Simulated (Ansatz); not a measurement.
System: C$_{2}$H$_{8}$GeN, charge 0, multiplicity 2. It need not be the lowest isomer of its formula. SMILES: CC[N][GeH3]
Geometry from a B3LYP-D3(BJ)/def2-TZVP (Ansatz, a first-principles code) optimisation:
```xyz
12

C      2.9828    -0.0922     0.0275
C      1.5611     0.1646    -0.4567
N      0.5745    -0.2519     0.4969
Ge    -1.2191     0.0221     0.0310
H      3.1313    -1.1549     0.2223
H      3.1707     0.4496     0.9553
H      3.7134     0.2309    -0.7175
H      1.4278     1.2321    -0.7016
H      1.3906    -0.3520    -1.4177
H     -1.9517     0.4869     1.2981
H     -1.3780     1.0654    -1.1000
H     -1.7768    -1.3369    -0.4325
```
Charge 0, spin multiplicity 2.

Computed values are from Ansatz. Cores are frozen in the correlated levels unless marked. UHF or UKS for open shells. No spin-orbit coupling. Frozen are the shells of the preceding noble gas and the d and f shells that filled before the atom's block. No relativistic terms. Basis-set limits of correlation are two-point, X^-3; Hartree-Fock from the larger set.

Problem. What is the dipole moment at CCSD(T)/aug-cc-pVDZ?

Solution. 1.39 D.

Problem. What is the T1 diagnostic at CCSD/cc-pVQZ?

Solution. 0.015.

Problem. What is the atomisation energy De at CCSD(T)/CBS(cc-pVTZ,cc-pVQZ)?

Solution. 3974.1 kJ/mol.

Problem. What is the total energy at CCSD(T)/CBS(cc-pVTZ,cc-pVQZ)?

Solution. -2211.0567 Eh.
